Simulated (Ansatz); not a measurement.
Consider the cleavage of the Al–Si bond: `[AlH2][SiH]1C[SiH2]N1` + HBr → `[AlH2][Br]` + `C1[SiH2]N[SiH2]1`.

Program: Ansatz. Geometries: PBE0-D4/def2-TZVP. ΔE: electronic, gas phase. CCSD(T)/CBS adds triple-zeta CCSD(T) − MP2 to the extrapolated MP2 energy (def2 sets, frozen cores). Functionals use def2-TZVPP. B3LYP here is the variant with VWN-RPA as its local correlation; programs differ in this. For Br outer-core shells are correlated without core-valence functions, which leaves a few kJ/mol of doubt a bond. Scalar relativity is left out up to krypton.

```json
{"level": "PBE-D4", "ΔE (eV)": "-1.65"}
{"level": "B3LYP-D4", "ΔE (eV)": "-1.81"}
{"level": "ωB97M-V", "ΔE (eV)": "-1.92"}
{"level": "HF/def2-TZVPP", "ΔE (eV)": "-2.10"}
```

Task: What does CCSD(T)/CBS give? (An estimate is asked.)

Result: The calculation gave: -1.87 eV. The listed levels differ from it by 0.22, 0.06, -0.05, -0.23 eV.

Largest T1 diagnostic among the species: 0.012.

From PBE to PBE0 (25 % exact exchange), in def2-TZVPP and without D4, ΔE moves by −0.09 eV. In def2-TZVPP, CCSD(T) changes the Hartree–Fock value by +0.27 eV (the triples alone add +0.03 eV) and MP2 by +0.15 eV.
